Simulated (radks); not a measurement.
Coherent X-ray form factor from a spherical all-electron density. All-electron calculation, non-relativistic Kohn-Sham, BLYP, spin-unpolarised, spherical densities, point nucleus. Program: a radial shooting solver on a logarithmic mesh with Libxc functionals.

| sin(theta)/lambda (1/angstrom) | f0 (electrons) |
|---|---|
| 0.05 | 4.909 |
| 0.1 | 4.654 |
| 0.15 | 4.279 |
| 0.2 | 3.843 |
| 0.25 | 3.399 |
| 0.3 | 2.989 |
| 0.4 | 2.343 |
| 0.5 | 1.934 |
| 0.6 | 1.694 |
| 0.8 | 1.444 |
| 1 | 1.270 |
| 1.25 | 1.056 |
| 1.5 | 0.852 |
| 2 | 0.532 |

The species is in the configuration that NIST lists as its ground one. Which atom or ion scatters so?

Answer. The nitrogen ion N2+, [He] 2s2 2p1. Extrapolating in s^2 from the first two rows gives f0(0) = 5.0, near the electron count 5; among species with that count, the fall with angle is slower the higher Z, and the table is that of Z = 7; from so few rows the species is fixed only to a neighbour or two.
